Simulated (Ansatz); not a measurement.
Geometry optimisation, UKS r2SCAN/6-31G* in Ansatz.

The input (input.yaml):

```yaml
crystal:
  periodic: [false, false, false]
  atoms:
    - { symbol: Al, position_ang: [-1.527708, -0.938622, -0.929527] }
    - { symbol: Cl, position_ang: [1.604034, 0.490903, -1.671471] }
    - { symbol: H, position_ang: [-1.032056, -2.42717, -1.146815] }
    - { symbol: H, position_ang: [-2.3368, -0.031444, -1.944322] }
    - { symbol: H, position_ang: [0.237375, 0.809144, 1.680119] }
    - { symbol: F, position_ang: [-1.331667, -0.305914, 0.670868] }
    - { symbol: H, position_ang: [1.606578, 1.000421, -0.458081] }
    - { symbol: O, position_ang: [1.160262, 1.100695, 1.750864] }
    - { symbol: H, position_ang: [1.619882, 0.301988, 2.048266] }
magnetization:
  spin_polarized: true
basis:
  gaussian: { orbitals: "6-31G*" }
hamiltonian:
  xc: r2scan
relax:
  f_tol: 0.03
  max_steps: 50
```

Command:

```bash
$ ansatz run input.yaml --threads 2 --pin off --max-ram 3072MiB --backend cpu --events-out ev --progress --plain --runs-dir out
```

Task: Where does it end, and by what steps?

Result: The run converged. The force dipped under the threshold on the way, but the program's further checks kept it going. After 25 steps the energy has fallen by 1.185 eV; H3 moved furthest, 0.94 Å. Parted: Cl2–H7. Joined: Al1–Cl2, H7–O8.

```
step  energy less start (eV)  largest force component (eV/Å)  accepted
   0                  0.0000                           1.238       yes
   1                 -0.2017                           0.965       yes
   2                 -0.4343                           0.813       yes
   3                 -0.6489                           0.913       yes
   4                 -0.8010                           0.707       yes
   5                 -0.8955                           0.446       yes
   6                 -0.9938                           0.651       yes
   7                 -1.0435                           1.533       yes
   8                 -1.1212                           0.298       yes
   9                 -1.0744                           0.675        no
  10                 -1.1502                           0.212       yes
  11                 -1.1618                           0.221       yes
  12                 -1.1718                           0.212       yes
  13                 -1.1753                           0.099       yes
  14                 -1.1762                           0.038       yes
  15                 -1.1771                           0.021       yes
  16                 -1.1776                           0.123       yes
  17                 -1.1782                           0.087       yes
  18                 -1.1794                           0.074       yes
  19                 -1.1803                           0.150       yes
  20                 -1.1814                           0.099       yes
  21                 -1.1830                           0.080       yes
  22                 -1.1835                           0.083       yes
  23                 -1.1842                           0.050       yes
  24                 -1.1844                           0.035       yes
  25                 -1.1846                           0.023       yes
```

```xyz
9
Properties=species:S:1:pos:R:3
Al -0.946 -0.548 -0.964
Cl 0.869 0.553 -1.667
H -0.472 -2.006 -0.518
H -2.217 -0.231 -1.851
H -0.073 0.532 1.091
F -1.132 0.332 0.629
H 1.403 0.792 0.346
O 1.087 0.701 1.296
H 1.480 -0.124 1.638
```

Whether the end is a true minimum wasn't checked by a vibrational analysis.

Run time: 3.6 min on 2 threads of Arm Neoverse N1, with other jobs on the host, peak memory 0.23 GiB.
